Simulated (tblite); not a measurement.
Compound: C₆H₁₀OSi.
Cartesian coordinates in Å at the GFN2-xTB level; atoms count from 1:
```xyz
18
C6H10OSi angstrom
C     -2.5839    0.6318   -0.0758
C     -1.7659   -0.6069   -0.4432
C     -0.2991   -0.3741   -0.1853
C      0.3748   -0.9147    0.8337
Si     2.1814   -0.5731    1.1464
C      2.4643    0.5999   -0.2782
C      1.4850    0.9049   -1.1265
O      0.2044    0.4751   -1.1248
H     -2.2577    1.4844   -0.6663
H     -3.6399    0.4584   -0.2687
H     -2.4570    0.8698    0.9781
H     -1.9066   -0.8282   -1.5034
H     -2.1040   -1.4631    0.1405
H     -0.1820   -1.5700    1.4864
H      2.4186    0.0614    2.4532
H      3.0138   -1.7833    1.0485
H      3.4246    1.0563   -0.4581
H      1.6204    1.5778   -1.9680
```

Computed with GFN2-xTB (tblite): harmonic, unscaled wavenumbers at the GFN2-xTB geometry, gas phase. The method is semi-empirical: single wavenumbers can be off by several per cent or more. Modes of hydrogen on silicon can be 10 to 20 % off. One conformer, not necessarily the lowest.

Harmonic wavenumbers (cm⁻¹): 39.7, 98.9, 135.3, 200.5, 254.4, 321.2, 358.0, 360.8, 456.0, 516.9, 526.0, 605.5, 634.7, 680.7, 756.6, 797.2, 803.5, 810.8, 820.6, 822.9, 909.2, 910.9, 985.8, 1070.9, 1080.4, 1090.2, 1132.0, 1227.1, 1239.0, 1296.2, 1313.7, 1339.2, 1405.5, 1467.5, 1497.3, 1502.0, 1627.1, 1661.6, 2166.3, 2194.9, 2976.2, 3002.1, 3010.9, 3035.0, 3037.6, 3045.3, 3073.2, 3086.2.

A = 3342, B = 1190, C = 952.6 MHz; mass 126.050 u (most abundant isotopes); point group C1, symmetry number 1.

**Question.** What is the zero-point energy?

**Answer.** Half the sum of the wavenumbers: 30692 cm⁻¹ = 87.75 kcal/mol.

**Question.** Entropy at 400 K, 1 bar (ideal gas, RRHO, classical rotation)?

**Answer.** Translation 41.89, rotation 29.71, vibration 34.02: S = 105.6 cal/(mol K).

**Question.** And Cp and H(400 K) − H(0)?

**Answer.** Cp = 46.37 cal/(mol K), of which vibrations give 38.42 (their classical limit is 48 R = 95.4); H(400 K) − H(0) = 10.55 kcal/mol without the zero-point energy, 7.37 from vibrations.

**Question.** Blend soft modes into free rotors: weight 1/[1 + (100 cm⁻¹/ν̃)⁴] for the oscillator and the rest for a rotor with moment μB/(μ + B), μ = h/(8π²ν), B = 10⁻⁴⁴ kg m². What vibrational entropy results?

**Answer.** 31.68 cal/(mol K) in place of 34.02, which changes −T·S at 400 K by +0.94 kcal/mol.

**Question.** What must be added to the electronic energy to get the Gibbs energy at 400 K and 1 bar?

**Answer.** ZPE + [H(400 K) − H(0)] − T·S = 87.75 + 10.55 − 42.25 = 56.05 kcal/mol.

Hindered rotation and anharmonicity are outside this model. Other conformers, if any are populated, would add a mixing term that is left out. The structure is chiral; the term R ln 2 for an equal mix with its mirror image is left out.
